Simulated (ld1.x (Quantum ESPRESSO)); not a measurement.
**Mg: TM pseudisation with LDA (PZ), non-relativistic reference atom.**

ld1.x (Quantum ESPRESSO) 7.5 input, shortened:

```
&input
   title='Mg', zed=12., rel=0, dft='PZ', iswitch=3,
   config='[Ne] 3s2 3p0'
 /
 &inputp
   pseudotype=2, tm=.true., lloc=0,
   nlcc=.true., rcore=0.95
 /
2
2P  2  1   6.00   0.00  1.10  1.10  0.0
3S  1  0   2.00   0.00  2.00  2.00  0.0
 &test
   configts(1)='2p6 3s2 3p0'
 /
```

- Cutoffs needed: 140 Ry and 260 Ry (the cutoffs (Ry, on a coarse ladder) from which the occupation-weighted sum of valence levels, in a spherical-Bessel basis at the reference potential, stays within 10 and 1 mRy of its value at 400 Ry)
- Ghost test: no extra level below or beside the all-electron valence levels (p, s, d, f tested) (spherical-Bessel basis up to 400 Ry, 20 bohr box)
- Largest excitation error: -1337 meV (all-electron minus pseudo) for 2p6 3s0 3p2, out of 7 test configurations
